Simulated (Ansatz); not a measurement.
B₄P₄H₁₆, a cluster cut from zinc blende BP (hydrogen-capped), relaxed as a singlet with RKS r2SCAN-D4/def2-SVP in Ansatz, starting from the GFN2-xTB geometry. Force threshold 0.03 eV/Å.

Start:

```xyz
24

B     0.544    0.415   -2.109
B    -1.826   -1.109    0.597
B    -0.353    2.028    0.829
B     1.635   -1.332    0.686
P     0.158    1.979   -1.037
P    -1.766    0.744    1.153
P     1.765   -0.744   -1.154
P    -0.154   -1.979    1.038
H     1.044    0.758   -3.133
H    -0.477   -0.179   -2.267
H    -2.716   -1.661    1.161
H    -1.946   -1.131   -0.588
H    -0.745    3.118    1.102
H     0.592    1.700    1.476
H     1.825   -0.387    1.387
H     2.413   -2.212    0.873
H    -0.750    2.724   -1.779
H     1.204    2.887   -1.164
H    -2.980    1.294    0.753
H    -2.034    0.819    2.516
H     1.946   -1.853   -1.973
H     3.061   -0.263   -1.303
H    -0.273   -3.280    0.558
H    -0.168   -2.337    2.382
```

```csv
step,energy (eV),largest force component (eV/Å),SCF passes
1,-40104.7760,0.529,16
2,-40104.9684,0.435,18
3,-40104.9977,0.038,18
4,-40104.9987,0.004,19
```

Force components are those of the run's own axes.

End:

```xyz
24

B     0.584    0.437   -2.099
B    -1.819   -1.105    0.641
B    -0.390    2.035    0.803
B     1.624   -1.367    0.656
P     0.161    2.029   -1.063
P    -1.813    0.764    1.183
P     1.812   -0.765   -1.185
P    -0.159   -2.029    1.065
H     1.088    0.780   -3.152
H    -0.459   -0.173   -2.241
H    -2.735   -1.672    1.207
H    -1.923   -1.116   -0.571
H    -0.780    3.152    1.090
H     0.575    1.682    1.453
H     1.805   -0.393    1.361
H     2.426   -2.260    0.856
H    -0.783    2.738   -1.850
H     1.237    2.952   -1.130
H    -3.057    1.279    0.734
H    -2.028    0.863    2.582
H     1.943   -1.881   -2.050
H     3.136   -0.263   -1.273
H    -0.324   -3.336    0.539
H    -0.122   -2.351    2.446
```

By distances, no bond broke or formed. The bond that changes most is P5–H17, from 1.39 to 1.42 Å (atoms count from 1).

No frequencies were taken in this run, so the end may be a saddle point.

It took 13 s on 2 threads of AMD EPYC 7R13 on a shared host and a share (18 GiB) of an NVIDIA H100 80GB HBM3, peak host memory 0.91 GiB.
